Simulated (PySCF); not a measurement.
A structure optimised at PBE0-D3(BJ)/def2-TZVP, used in a PySCF frequency run:

```xyz
4

Zn     0.0002     1.1949     0.0000
H      0.0109     2.7304     0.0000
Se    -0.0424    -1.1012     0.0000
H      1.4277    -1.1381     0.0000
```

Question: Write its SMILES, formula and point group.

Answer: [ZnH][SeH], H₂SeZn, Cs

Question: What are its rotational constants (standard atomic weights)?

Answer: 234.84, 2.5576, 2.5300 GHz
